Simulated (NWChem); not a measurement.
System: AlHICl; SMILES [I][AlH][Cl]

```xyz
4

Al     0.8464     1.0940     0.0000
Cl    -0.4552     2.7376     0.0000
H      2.3995     1.3228     0.0000
I     -0.1069    -1.1714     0.0000
```
Atoms are numbered in this order, from 1.

Geometry: optimised at PBE0/def2-SVP. def2 effective core potentials on I; no spin-orbit coupling.

Symmetry labels are those of Cs in the frame above (b1 and b2, or b-type labels, depend on it).

**Question.** List the 4 lowest vertical singlet excitations from Hartree-Fock/def2-SVPD with def2 effective core potentials on I, CIS (NWChem).

**Answer.** 
```
state  energy (eV)  oscillator strength  symmetry  leading excitation (squared amplitude)
-----  -----------  -------------------  --------  --------------------------------------
S1            6.28                0.000        a"                      HOMO → LUMO (0.89)
S2            6.78                0.053        a'                    HOMO−1 → LUMO (0.60)
S3            6.86                0.061        a'                    HOMO → LUMO+1 (0.36)
S4            6.88                0.033        a"                  HOMO−1 → LUMO+1 (0.36)
```
